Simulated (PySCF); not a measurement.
# What a mistake does to a calculation on BGeH4NO

Calculated results; nothing here was measured. The program is PySCF 2.14.0, an open-source quantum chemistry code, run on an isolated molecule that a program drew, which may never have been made. The molecule is BGeH4NO (charge 0, singlet), drawn as the SMILES string `N=B[O][GeH3]`.

Each row is a Hartree-Fock (HF) and frozen-core CCSD(T) single point in the cc-pVDZ basis, meant for a local HF minimum. Run 1 is clean. Each other run has one planted mistake out of seven kinds, and not every kind appears here: one electron removed, one electron added, multiplicity raised by two, geometry at a saddle point, minimal basis STO-3G, one bond length entered in bohr, all coordinates scaled. The reference is restricted for singlets and unrestricted otherwise, and also for a bond in bohr. Adding or removing an electron swaps singlet and doublet. Electrons count all cores. HOMO and LUMO are orbital energies over both spins, the gradient is its largest component, and the lowest frequency (negative if imaginary) is given only where the gradient is small. Bond lengths are over the 7 bonds as drawn. T1 is the CCSD diagnostic: over 0.02 (restricted) or 0.045 (unrestricted) a single reference is doubtful. Germanium has the cc-pVDZ-PP basis, with a core potential (ECP10MDF) in place of its 10 inner electrons, and its 3s, 3p and 3d shells are frozen in CCSD(T).

Geometry of the clean run:
```xyz
8
BGeH4NO, angstrom
N    -1.8388    0.5243   -1.2436
B    -0.6053    0.5464   -1.1844
O     0.7099    0.5470   -1.1254
Ge    1.9283   -0.7799   -1.1649
H    -2.8184    0.5848   -1.2765
H     1.7846   -1.4980   -2.5017
H     3.2625   -0.0646   -1.0292
H     1.6403   -1.7061    0.0110
```

| run | electrons | basis functions | <S^2> | HOMO (eV) | LUMO (eV) | gradient (hartree/bohr) | lowest frequency (cm^-1) | mean bond (Å) | longest bond (Å) | T1 | HF (hartree) | CCSD(T) (hartree) | mistake |
|---|---|---|---|---|---|---|---|---|---|---|---|---|---|
| 1 | 56 | 85 | 0.000 | -10.41 | 2.97 | 3.9e-05 | 40 | 1.4149 | 1.802 | 0.0144 | -449.77087 | -450.33612 | no fault |
| 2 | 55 | 85 | 0.762 | -17.37 | -6.66 | 2.0e-01 | - | 1.4149 | 1.802 | 0.0284 | -449.46710 | -449.98901 | one electron removed |
| 3 | 56 | 85 | 0.000 | -10.10 | 2.59 | 5.9e-02 | - | 1.4969 | 1.906 | 0.0170 | -449.74227 | -450.32368 | all coordinates scaled |
| 4 | 56 | 85 | 2.015 | -2.56 | -1.07 | 2.1e-01 | - | 1.4149 | 1.802 | 0.0401 | -449.54773 | -450.10586 | multiplicity raised by two |
| 5 | 56 | 85 | 0.861 | -9.97 | 0.77 | 7.4e-03 | - | 1.6080 | 2.872 | 0.0408 | -449.66430 | -450.21693 | ? |
| 6 | 57 | 85 | 0.758 | 2.05 | 8.95 | 6.6e-02 | - | 1.4149 | 1.802 | 0.0199 | -449.67771 | -450.26145 | ? |

**Which mistake was planted in run 5, and what did it cost?**

The mean bond changes by a factor of 1.136 and the longest by 1.594, so the molecule wasn't scaled as a whole. A length L in bohr read as angstrom grows by (1/0.5292 - 1) L = 0.890 L. The 7 bonds together grew by 7 x 0.1931 = 1.352 Å, which gives L = 1.519 Å. That is the length of one of the Ge-H bonds, 1.520 Å in the clean geometry. So the mistake is: one bond length entered in bohr. Subtracting run 1 and multiplying by 627.51 kcal/mol a hartree, the energy moved by 66.9 kcal/mol in HF and 74.8 kcal/mol in CCSD(T).

**Which mistake was planted in run 6, and what did it cost?**

It counts 57 electrons, one more than the clean run, at the same geometry and basis. So the mistake is: one electron added. Subtracting run 1 and multiplying by 627.51 kcal/mol a hartree, the energy moved by 58.5 kcal/mol in HF and 46.9 kcal/mol in CCSD(T).

Cautions from the logs. Run 6: the HOMO is above zero, so the electron isn't bound and the energy depends on the basis.
